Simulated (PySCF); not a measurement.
**Correlation energy of Ru (ruthenium, neutral)**

[Kr] 4d7 5s1, high-spin 5F determinant. Calculation: PySCF 2.14, in aug-cc-pwCVTZ-DK with one added diffuse shell each of s, p, d, f, g type (12s11p9d5f4g, 161 functions); scalar relativity by spin-free X2C-1e. Frozen: [Ar] 3d10; 16 electrons correlated.

MP2 pair energies summed by pair of shells (mhartree):

```tsv
pair	energy	share (%)
4p-4d	-190.04	34.6
4d-4d	-168.39	30.7
4p-4p	-75.29	13.7
4s-4p	-37.10	6.8
4d-5s	-31.45	5.7
4s-4d	-31.39	5.7
4p-5s	-8.40	1.5
4s-4s	-5.77	1.1
4s-5s	-0.68	0.1
```

Total MP2 correlation energy: -548.51 mhartree.

Same-spin part -179.20 and opposite-spin part -369.31 mhartree; SCS-MP2 scales them by 1/3 and 6/5 to -502.90 mhartree.
